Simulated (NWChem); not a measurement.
Molecule: BH$_{2}$OCl; SMILES OBCl

```xyz
5

B     -0.5698     0.5776     0.0000
H     -1.7670     0.7498     0.0000
Cl     0.0859    -1.0750     0.0000
O      0.2455     1.6534     0.0000
H      1.1918     1.4099     0.0000
```
Atoms are numbered in this order, from 1.

Computed with NWChem. Pople sets run with spherical d functions. Geometry: optimised at PBE-D3(BJ)/def2-SVP. Vertical excitations in the gas phase; the lowest state need not have the same character in each row.

For level CAM-B3LYP/6-31+G*, full TDDFT:

| Property | Value |
|---|---|
| lowest excitation, singlet (eV) | 7.24 |
| lowest state with f > 0.02, singlet (eV) | 8.05 |
| lowest triplet (eV) | 6.86 |
| orbital gap (eV) | 11.07 |

Problem. Estimate the same quantities for level LDA (Slater exchange, VWN5)/6-31+G*, full TDDFT.

Solution. 
- lowest excitation, singlet (eV) = 6.32
- lowest state with f > 0.02, singlet (eV) = 7.16
- lowest triplet (eV) = 6.08
- orbital gap (eV) = 6.20
